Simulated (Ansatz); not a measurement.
One change: `O[SiH2][SiH](Cl)Cl` becomes `[SiH3]N[SiH](Cl)Cl`.

Ansatz, PBE0-D4/def2-TZVP geometries, multiplicity 1. Each molecule was computed in one conformer, which needn't be the lowest.

```
                                        property  `O[SiH2][SiH](Cl)Cl`
             LUMO energy (B3LYP/def2-TZVPP) / eV                 -1.16
              HOMO energy (PBE0/def2-TZVPP) / eV                 -7.99
               LUMO energy (PBE/def2-TZVPP) / eV                 -1.84
               HOMO energy (PBE/def2-TZVPP) / eV                 -6.75
            HOMO–LUMO gap (PBE0/def2-TZVPP) / eV                  6.99
size of the dipole moment (B3LYP/def2-TZVPP) / D                  0.71
```

Q: Give the same properties after the change, and the shifts. (An estimate is asked.)

A: The calculation gave: 
```json
{"property": "LUMO energy (B3LYP/def2-TZVPP) / eV", "`[SiH3]N[SiH](Cl)Cl`": "-0.28", "shift": "0.88"}
{"property": "HOMO energy (PBE0/def2-TZVPP) / eV", "`[SiH3]N[SiH](Cl)Cl`": "-8.15", "shift": "-0.16"}
{"property": "LUMO energy (PBE/def2-TZVPP) / eV", "`[SiH3]N[SiH](Cl)Cl`": "-0.91", "shift": "0.93"}
{"property": "HOMO energy (PBE/def2-TZVPP) / eV", "`[SiH3]N[SiH](Cl)Cl`": "-6.79", "shift": "-0.04"}
{"property": "HOMO–LUMO gap (PBE0/def2-TZVPP) / eV", "`[SiH3]N[SiH](Cl)Cl`": "8.09", "shift": "1.10"}
{"property": "size of the dipole moment (B3LYP/def2-TZVPP) / D", "`[SiH3]N[SiH](Cl)Cl`": "1.75", "shift": "1.04"}
```

With PBE0 the HOMO falls by 0.16 eV and the LUMO rises by 0.92 eV, so the gap widens by about 1.08 eV. PBE moves the HOMO by -0.04 eV and ωB97M-V by -0.40 eV. Dipoles are sizes alone; their direction can turn.

B3LYP here is the variant with VWN-RPA as its local correlation; programs differ in this.
